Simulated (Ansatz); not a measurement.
Reaction (cleavage of the B–Si bond): `B[SiH2]CS` + `C=C[NH][GeH3]` → `B[N]([GeH3])C=C` + `[SiH3]CS`

Computed with Ansatz on PBE0-D4/def2-TZVP structures; ΔE is electronic, products minus reactants. CCSD(T)/CBS adds triple-zeta CCSD(T) − MP2 to the extrapolated MP2 energy (def2 sets, frozen cores). For Ge outer-core shells are correlated without core-valence functions, which leaves a few kJ/mol of doubt a bond. Scalar relativity is left out up to krypton. One conformer a species, not always the lowest.

```json
{"species": "`B[SiH2]CS`", "CCSD(T)/CBS(def2) energy (Eh)": "-753.86807"}
{"species": "`C=C[NH][GeH3]`", "CCSD(T)/CBS(def2) energy (Eh)": "-2211.10289"}
{"species": "`B[N]([GeH3])C=C`", "CCSD(T)/CBS(def2) energy (Eh)": "-2236.53169"}
{"species": "`[SiH3]CS`", "CCSD(T)/CBS(def2) energy (Eh)": "-728.50660"}
```

Question: Work out ΔE.

Answer: ΔE = (-2236.53169) + (-728.50660) − (-753.86807) − (-2211.10289) = -0.06733 Eh = -1.83 eV.

Largest T1 diagnostic among the species: 0.013.

The D4 term adds −0.07 eV with B3LYP and −0.04 eV with PBE0; it sums over pairs of atoms, weighted by their polarisabilities, and B3LYP, whose exchange is more repulsive, gets the larger term. In def2-TZVPP, CCSD(T) changes the Hartree–Fock value by −0.18 eV (the triples alone add −0.04 eV) and MP2 by −0.26 eV.

B3LYP here is the variant with VWN-RPA as its local correlation; programs differ in this.
